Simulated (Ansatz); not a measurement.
Potential energy curve for C₄H₁₄Al₂O₆, singlet. The Al1–O22 bond (Al1 also carries Al, O, O, O; O22 carries C) is pulled apart rigidly from the PBE0/def2-SVP optimised geometry.

Computed with: UKS-PBE0 = unrestricted PBE0/def2-SVP in Ansatz (a quantum-chemistry and plane-wave program); UKS-PBE = unrestricted PBE/def2-SVP run with Ansatz; RKS-CAM-B3LYP = restricted CAM-B3LYP/def2-SVP (Ansatz); UKS-CAM-B3LYP = unrestricted CAM-B3LYP/def2-SVP (Ansatz).

Energies are in mEh, each relative to the lowest point of its own curve near equilibrium.

```json
[
 {"R / Å": "1.41", "UKS-PBE0": "75.2", "UKS-PBE": "79.5", "RKS-CAM-B3LYP": "73.8", "UKS-CAM-B3LYP": "73.8"},
 {"R / Å": "1.48", "UKS-PBE0": "37.6", "UKS-PBE": "40.9", "RKS-CAM-B3LYP": "36.6", "UKS-CAM-B3LYP": "36.6"},
 {"R / Å": "1.59", "UKS-PBE0": "7.6", "UKS-PBE": "9.2", "RKS-CAM-B3LYP": "7.1", "UKS-CAM-B3LYP": "7.1"},
 {"R / Å": "1.64", "UKS-PBE0": "___", "UKS-PBE": "2.9", "RKS-CAM-B3LYP": "1.7", "UKS-CAM-B3LYP": "1.7"},
 {"R / Å": "1.70", "UKS-PBE0": "0.0", "UKS-PBE": "0.0", "RKS-CAM-B3LYP": "0.0", "UKS-CAM-B3LYP": "0.0"},
 {"R / Å": "1.75", "UKS-PBE0": "1.3", "UKS-PBE": "___", "RKS-CAM-B3LYP": "1.5", "UKS-CAM-B3LYP": "1.5"},
 {"R / Å": "1.84", "UKS-PBE0": "8.5", "UKS-PBE": "6.5", "RKS-CAM-B3LYP": "9.2", "UKS-CAM-B3LYP": "9.2"},
 {"R / Å": "1.90", "UKS-PBE0": "15.7", "UKS-PBE": "___", "RKS-CAM-B3LYP": "16.7", "UKS-CAM-B3LYP": "16.7"},
 {"R / Å": "2.07", "UKS-PBE0": "41.7", "UKS-PBE": "36.4", "RKS-CAM-B3LYP": "43.5", "UKS-CAM-B3LYP": "43.5"},
 {"R / Å": "2.22", "UKS-PBE0": "66.9", "UKS-PBE": "___", "RKS-CAM-B3LYP": "69.6", "UKS-CAM-B3LYP": "69.6"},
 {"R / Å": "2.48", "UKS-PBE0": "108.3", "UKS-PBE": "97.2", "RKS-CAM-B3LYP": "112.7", "UKS-CAM-B3LYP": "112.7"},
 {"R / Å": "2.82", "UKS-PBE0": "150.8", "UKS-PBE": "135.4", "RKS-CAM-B3LYP": "158.4", "UKS-CAM-B3LYP": "158.1"},
 {"R / Å": "3.13", "UKS-PBE0": "170.6", "UKS-PBE": "156.8", "RKS-CAM-B3LYP": "189.5", "UKS-CAM-B3LYP": "179.9"},
 {"R / Å": "3.55", "UKS-PBE0": "182.2", "UKS-PBE": "171.3", "RKS-CAM-B3LYP": "219.5", "UKS-CAM-B3LYP": "191.6"},
 {"R / Å": "4.13", "UKS-PBE0": "187.8", "UKS-PBE": "180.2", "RKS-CAM-B3LYP": "___", "UKS-CAM-B3LYP": "196.4"},
 {"R / Å": "4.97", "UKS-PBE0": "189.1", "UKS-PBE": "184.9", "RKS-CAM-B3LYP": "___", "UKS-CAM-B3LYP": "197.2"}
]
```

Question: Complete the blanks.

Answer: 
- 1.64, UKS-PBE0: 2.0
- 1.75, UKS-PBE: 0.6
- 1.90, UKS-PBE: 12.8
- 2.22, UKS-PBE: 59.6
- 4.13, RKS-CAM-B3LYP: 246.6
- 4.97, RKS-CAM-B3LYP: 269.2

The unrestricted determinant behind UKS-PBE0, UKS-CAM-B3LYP is spin-contaminated at 2.82 to 4.97 Å (<S²> up to 1.0, against 0.00 for a pure singlet). The unrestricted determinant behind UKS-PBE is spin-contaminated at 3.13 to 4.97 Å (<S²> up to 0.9, against 0.00 for a pure singlet). The restricted form behind RKS-CAM-B3LYP keeps the bonding electrons paired and can't separate into open-shell fragments.
